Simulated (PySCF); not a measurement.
**Hf (hafnium, neutral): UHF calculation**

Configuration: [Xe] 4f14 5d3 6s1, high-spin 5F determinant (an excited configuration). Computed with PySCF 2.14 in aug-cc-pwCVDZ-PP with ECP60MDF (6s6p5d3f, 70 functions), with a scalar-relativistic core potential.

* Total energy: -47.911253 hartree
* One-electron energy: -80.1713 hartree
* Hartree (Coulomb) energy: 37.7654 hartree
* Exchange energy: -5.5054 hartree
* ⟨S²⟩: 6.0063
* ⟨L²⟩: 12.030
* Sum of ⟨r⟩: 22.06 bohr
* Sum of ⟨r²⟩: 55.70 bohr²

| shell | electrons | mean orbital energy (hartree) | rms radius, mean of both spins (bohr) |
| --- | --- | --- | --- |
| 5s α | 1 | -2.87076 | 1.23 |
| 5s β | 1 | -2.79679 | 1.23 |
| 5p α | 3 | -1.57275 | 1.46 |
| 5p β | 3 | -1.45260 | 1.46 |
| 6s α | 1 | -0.25639 | 3.93 |
| 5d α | 3 | -0.21709 | 2.85 |

Energies and moments cover only the electrons outside the core potential. Spin-orbit coupling, absent here, splits the open shell strongly.
